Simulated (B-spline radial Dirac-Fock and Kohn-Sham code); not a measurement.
## Satellites and hypersatellites of the K lines of Tc

System: neutral technetium, configuration 1s2 2s2 2p6 3s2 3p6 3d10 4s2 4p6 4d7 (not the ground configuration).

Input file task.json (cfg lists n, l and occupation; rrms is the nuclear radius in fm):

```json
{"items": [{
  "Z": 43,
  "q": 0,
  "cfg": [[1, 0, 2], [2, 0, 2], [2, 1, 6], [3, 0, 2], [3, 1, 6], [3, 2, 10], [4, 0, 2], [4, 1, 6], [4, 2, 7]],
  "A": 97,
  "rrms": 4.4112,
  "do": ["binding", "quiet", "double"]
}]}
```

Launch: `python xray_run.py task.json out`

Calculated with a radial finite-basis atomic code, using relaxed Dirac-Fock hole states (ΔSCF) with Breit and QED corrections and a finite nucleus. Each two-hole energy is an average over J within one jj subconfiguration, not an observable level; in light atoms, where LS coupling holds, the j-resolved values are not observed lines, and for a K spectator the Kα1 hypersatellite is nearly forbidden. Electron correlation is not included.

Lines without a spectator: Kα2 (K-L2) 18249.5 eV, Kα1 (K-L3) 18365.9 eV, Kβ3 (K-M2) 20594.7 eV, Kβ1 (K-M3) 20614.7 eV. Shifts in eV with one spectator hole (a dash: not computed, or left out as unreliable):

| spectator hole | Kα2 | Kα1 | Kβ3 | Kβ1 |
| --- | --- | --- | --- | --- |
| K (1s) | +480.4 | +491.4 | +609.4 | +611.6 |
| L2 (2p1/2) | +50.8 | +63.3 | – | +136.4 |
| L3 (2p3/2) | +52.3 | +51.6 | +124.5 | – |
| M2 (3p1/2) | – | +6.47 | +14.66 | +18.08 |
| M3 (3p3/2) | +5.11 | – | +15.87 | +15.27 |
| M5 (3d5/2) | -1.86 | -0.40 | – | – |

With n spectator holes in 2p, averaged over the 2p shell (energies in eV):

```tsv
n	KαLⁿ	step	hypersatellite KαʰLⁿ
0	18327.1	–	18814.8
1	18381.9	+54.9	18871.0
2	18438.0	+56.0	18928.3
3	18495.1	+57.2	18986.9
4	18553.5	+58.4	19046.6
5	18613.1	+59.6	19107.5
```
